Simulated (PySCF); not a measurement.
**How methods differ on the excitation energy of N**

N [He] 2s2 2p3 (4S) → N [He] 2s1 2p4 (4P), as a difference of total energies. All numbers are calculated (PySCF 2.14, no relativity, point nucleus, in aug-cc-pwCVDZ). Correlated levels: valence: 1s2 frozen; valence and next inner shell: nothing frozen. The calculations carry no spin-orbit coupling.

| method | excitation energy (eV) |
| --- | --- |
| UHF | 10.976 |
| LDA | 10.644 |
| PBE | 10.477 |
| r2SCAN | 10.400 |
| CAM-B3LYP | 10.871 |
| M06-2X | 11.298 |
| r2SCANh | 10.483 |
| MP2 (valence) | 11.075 |
| SCS-MP2 (valence) | 11.074 |
| MP2 (valence and next inner shell) | 11.067 |
| SCS-MP2 (valence and next inner shell) | 11.070 |

Problem. Estimate what PBE0 gives.

Solution. 10.715 eV, closest to LDA among the rows shown.

Problem. Estimate what M06-L gives.

Solution. 10.869 eV, closest to CAM-B3LYP among the rows shown.

Errors of the correlated levels include the incompleteness of this basis and the frozen core.

For comparison: 10.927 eV (measured; NIST levels, between the centres of gravity of the two terms).
